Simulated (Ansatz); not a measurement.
Reactions of ClFH₄O₂Si₂, SMILES `O[SiH](F)[SiH](O)Cl`.

Computed with Ansatz on PBE0-D4/def2-TZVP structures; ΔE is electronic, products minus reactants. CCSD(T)/CBS adds triple-zeta CCSD(T) − MP2 to the extrapolated MP2 energy (def2 sets, frozen cores). This one scheme is used for every species. Each species was taken in one conformer, which may not be the lowest.

Order these by ΔE at CCSD(T)/CBS, lowest first. (An estimate is asked.)
A. `O[Si@H](Cl)[Si@@H](O)F` + ethylene → `C=C[SiH](O)Cl` + `O[SiH2]F`
B. `O[Si@H](Cl)[Si@@H](O)F` + HCl → `O[SiH](Cl)Cl` + `O[SiH2]F`
C. `O[Si@H](Cl)[Si@@H](O)F` + `N[SiH](O)O` → `O[SiH](O)N[SiH](O)Cl` + `O[SiH2]F`

B (-1.29 eV), C (-1.11 eV), A (-0.30 eV).

Largest T1 diagnostic: 0.012, for `O[Si@H](Cl)[Si@@H](O)F`.
